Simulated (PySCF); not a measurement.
Excitations are Tamm–Dancoff values on a coarser integration grid. The basis has no diffuse functions, so Rydberg states are missing or too high.

Z-matrix (Å, degrees):
```
Si
N 1 1.7334
H 2 1.0154 1 118.95
H 2 1.0161 3 110.22 1 -142.03
N 1 1.7334 2 113.27 3 -64.90
H 5 1.0154 1 118.95 2 -50.79
H 5 1.0161 6 110.22 1 142.03
N 1 1.7334 2 113.27 3 50.80
H 8 1.0154 1 118.95 2 64.90
H 8 1.0161 9 110.22 1 142.03
N 1 1.7334 2 102.11 3 172.95
H 11 1.0154 1 118.95 2 172.94
H 11 1.0161 12 110.22 1 -142.03
```
Charge 0, multiplicity 1.

Question: What is the computed S1 excitation (TDA), dipole moment and T1 excitation (TDA) (PySCF 2.14.0 with PBE-D3(BJ)/def2-TZVP // r2SCAN-D4/def2-SVP)?

Answer: 
```
Property               Value
-------------------  -------
S1 excitation (TDA)  5.31 eV
dipole moment         0.00 D
T1 excitation (TDA)  5.16 eV
```
